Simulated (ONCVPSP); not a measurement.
# gold (Au), ONCV: configuration errors across variants

| Item | Value |
| --- | --- |
| Element | gold |
| Generator | ONCVPSP 4.0.1 |
| Type | optimised norm-conserving Vanderbilt (ONCV) |
| Functional | LDA (Perdew-Zunger) |
| Relativity | scalar-relativistic |
| Frozen core | [Kr] 4d10 4f14 |
| Valence charge | 19 |
| Reference configuration | 5s2 5p6 5d10 6s0.75 6p0.25 |
| Partial waves | 5s+6s: rc 1.55 bohr, ncon 5, nbas 8, qcut 8.5 1/bohr, 2 projectors; 5p+6p: rc 2.10 bohr, ncon 4, nbas 7, qcut 5.9 1/bohr, 3 projectors, debl 2.9 Ha; 5d: rc 1.75 bohr, ncon 4, nbas 9, qcut 10.3 1/bohr, 2 projectors, debl 1.1 Ha |
| Local potential | polynomial inside 1.00 bohr (lpopt 1, dvloc0 4 Ha) |
| Core correction | none |

All-electron excitation energies from the reference (eV): (1) 5s2 5p6 5d10 6s1 6p0 -1.307; (2) 5s2 5p6 5d10 6s0 6p0 8.467; (3) 5s2 5p5 5d10 6s1 6p0 65.093.

Errors AE − PS in meV (a dash: test not solved or not reliable):

| change | (1) | (2) | (3) | bound ghosts | GHOST(+) flags above zero |
| --- | --- | --- | --- | --- | --- |
| base | +0.4 | -3.1 | -124 | none | s |
| p: rc 2.06 | +0.4 | -3.1 | -132 | none | s |
| local potential polynomial inside 1.00 bohr (lpopt 1, dvloc0 5.5 Ha) | +0.4 | -3.1 | -124 | none | s |
| s: qcut 7.4; p: qcut 5.2; d: qcut 9 | +0.4 | -3.2 | -74 | none | s |
| d: debl 2.2 | +0.4 | -3.1 | -124 | none | s |
| d: nproj 3 | +0.4 | -3.1 | -124 | none | s |
| core correction Teter function fitted to the true core (icmod 2), fcfact 0.65 | +0.4 | -3.5 | -136 | none | s |
| d: nbas 7 | +0.4 | -3.1 | -123 | none | s |

Problem. Give the same row for: p: qcut 8.3.

Solution. +0.4, -3.1, -182; bound ghosts: none; GHOST(+) flags above zero: s.
